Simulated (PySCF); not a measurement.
GaH2(OH).
Cartesian coordinates in Å at the PBE0-D3(BJ)/def2-SVP level; atoms count from 1:
```xyz
5
GaH3O angstrom
Ga     0.3390    0.4193   -0.1133
H      1.8909    0.4704   -0.2428
H     -0.6985    1.5845   -0.2698
O     -0.2872   -1.2081    0.2730
H     -1.2443   -1.2662    0.3529
```

Computed at PBE0/pcSseg-1 (pcSseg-2 on Ga) (PySCF, non-relativistic), with Q(69Ga) = 0.171 b, Q(17O) = −0.0256 b: Ga1, 69Ga (I = 3/2): χzz = 144.7 MHz, η = 0.284; O4, 17O (I = 5/2): χzz = -8.084 MHz, η = 0.325.

**Question.** Find the zero-field quadrupole resonance frequencies of 69Ga at Ga1.

**Answer.** From ν = (|χ|/2)√(1 + η²/3): ν = 73.34 MHz (gallium bonded to O and 2 H).

**Question.** Find the zero-field quadrupole resonance frequencies of 17O at O4.

**Answer.** From the eigenvalues of H = χ/[4I(2I − 1)] × [3Iz² − I(I + 1) + η(Ix² − Iy²)], steps between neighbouring levels, labelled as for η = 0: ±1/2↔±3/2 1.345 MHz, ±3/2↔±5/2 2.377 MHz (oxygen bonded to Ga and H).

In a crystal, neighbours and librations shift these lines. Isolated species at its PBE0-D3(BJ)/def2-SVP geometry (one conformer only). The calculation is non-relativistic, for gallium too. The basis is small and wasn't made for field gradients, so the couplings can be 20 % off.

These values come from a run that also computed NMR shieldings. The run took 5.3 s of wall time on x86-64 server, one thread, shared host.
